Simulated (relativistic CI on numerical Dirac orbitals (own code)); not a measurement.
Forbidden transitions in Tm⁴⁺

These numbers are calculated, not measured: Dirac-Coulomb-Breit CI, separate exchange-only KLI orbitals for each configuration, model QED (radiative potential, 1s self-energy scaled to tabulated hydrogen-like ionisation energies), valence Slater integrals scaled by 0.85, P86 correlation energy added to each configuration (own radial code, finite nucleus).

Configuration list (outside the closed core [Kr] 4d10): 4f11 5s2 5p6, 4f10 5s2 5p6 5d, 4f13 5s2 5p4, 4f12 5s2 5p5, 4f11 5s2 5p5 5d, 4f10 5s2 5p6 6s, 4f10 5s2 5p6 6p, 4f11 5s2 5p5 5f, 4f11 5s 5p6 5d, 4f11 5s2 5p5 6s, 4f10 5s2 5p6 6d, 4f13 5p6, 4f12 5s 5p6, 4f13 5s 5p5, 4f12 5s 5p5 6s, 4f9 5s2 5p6 6s2. Levels of other configurations are missing.

| λ vac (Å) | Lower | Upper | Type | A (s⁻¹) | gf | Branching (%) |
| --- | --- | --- | --- | --- | --- | --- |
| 2448.7 | 4f11 5s2 5p6 4I°_13/2 [2] | 4f11 5s2 5p6 2I°_13/2 [28] | M1 | 3.02e+00 | 3.81e-08 | 13.9 |
| 3352.6 | 4f11 5s2 5p6 4I°_15/2 [1] | 4f11 5s2 5p6 2K°_15/2 [12] | M1 | 2.64e+01 | 7.13e-07 | 83.2 |
| 3403.4 | 4f11 5s2 5p6 4I°_11/2 [3] | 4f11 5s2 5p6 2G°_9/2 [22] | M1 | 6.79e+00 | 1.18e-07 | 13.3 |
| 3530.4 | 4f11 5s2 5p6 4I°_13/2 [2] | 4f11 5s2 5p6 2K°_13/2 [16] | M1 | 7.12e+00 | 1.86e-07 | 44.4 |
| 4097.1 | 4f11 5s2 5p6 4I°_11/2 [3] | 4f11 5s2 5p6 2K°_13/2 [16] | M1 | 4.75e+00 | 1.67e-07 | 29.6 |
| 4130.6 | 4f11 5s2 5p6 2H°_11/2 [7] | 4f11 5s2 5p6 2I°_11/2 [24] | M1 | 5.78e+00 | 1.78e-07 | 34.3 |
| 4333.3 | 4f11 5s2 5p6 4I°_13/2 [2] | 4f11 5s2 5p6 4G°_11/2 [13] | M1 | 1.10e+01 | 3.70e-07 | 61.0 |
| 4495.3 | 4f11 5s2 5p6 4I°_13/2 [2] | 4f11 5s2 5p6 2K°_15/2 [12] | M1 | 5.35e+00 | 2.59e-07 | 16.8 |
| 5175.5 | 4f11 5s2 5p6 2H°_11/2 [7] | 4f11 5s2 5p6 2G°_9/2 [22] | M1 | 7.34e+00 | 2.95e-07 | 14.3 |
| 5378.6 | 4f11 5s2 5p6 2K°_15/2 [12] | 4f11 5s2 5p6 2I°_13/2 [28] | M1 | 8.33e+00 | 5.06e-07 | 38.2 |
| 6244.7 | 4f11 5s2 5p6 4I°_11/2 [3] | 4f11 5s2 5p6 4F°_9/2 [11] | M1 | 1.32e+01 | 7.70e-07 | 42.3 |
| 6293.0 | 4f11 5s2 5p6 4F°_7/2 [8] | 4f11 5s2 5p6 2D°_5/2 [21] | M1 | 3.40e+01 | 1.21e-06 | 89.5 |
| 7153.6 | 4f11 5s2 5p6 4I°_13/2 [2] | 4f11 5s2 5p6 2H°_11/2 [7] | M1 | 3.12e+01 | 2.88e-06 | 89.0 |
| 7480.0 | 4f11 5s2 5p6 4F°_9/2 [11] | 4f11 5s2 5p6 2G°_9/2 [22] | M1 | 1.91e+01 | 1.60e-06 | 37.3 |
| 9234.9 | 4f11 5s2 5p6 2H°_11/2 [7] | 4f11 5s2 5p6 4G°_9/2 [15] | M1 | 2.31e+01 | 2.95e-06 | 84.3 |
| 9582.8 | 4f11 5s2 5p6 4I°_9/2 [4] | 4f11 5s2 5p6 4F°_7/2 [8] | M1 | 6.46e+00 | 7.11e-07 | 54.8 |
| 9781.4 | 4f11 5s2 5p6 4G°_11/2 [13] | 4f11 5s2 5p6 2G°_9/2 [22] | M1 | 1.38e+01 | 1.99e-06 | 27.0 |
| 9939.6 | 4f11 5s2 5p6 4I°_11/2 [3] | 4f11 5s2 5p6 2H°_11/2 [7] | M1 | 3.49e+00 | 6.21e-07 | 10.0 |
| 10280.0 | 4f11 5s2 5p6 4F°_9/2 [5] | 4f11 5s2 5p6 4F°_9/2 [11] | M1 | 1.64e+01 | 2.59e-06 | 52.7 |
| 13189.3 | 4f11 5s2 5p6 4I°_15/2 [1] | 4f11 5s2 5p6 4I°_13/2 [2] | M1 | 1.58e+01 | 5.75e-06 | 100.0 |

Terms are leading LS components. Brackets give the number of a level in order of energy, since labels repeat. The list gives strong lines, with weight on those to low levels, among the lowest 400 of 9821 levels, so that lines to higher ones, which can be the strongest, are missing. Levels whose partners in the same complex of configurations lie outside the list can be far off, and so can their lines. Rates are taken at the computed energies, electric ones in the length gauge.

At this charge configurations can still be misplaced by up to about 7 % of their energy. Levels and lines within the n = 5 or 6 shells can be off by up to 10 % or somewhat more, and those that change n by about 2 %, since core polarisation is missing. Levels that differ in their count of f electrons can be misplaced by several ten thousand cm⁻¹, since the correlation energy of f electrons is missing or only estimated; rates across such gaps can be off by orders of magnitude.

LS names give the leading component of a level, which can be under half, so a name can repeat, a term be missing and a line seem to break the LS rules.
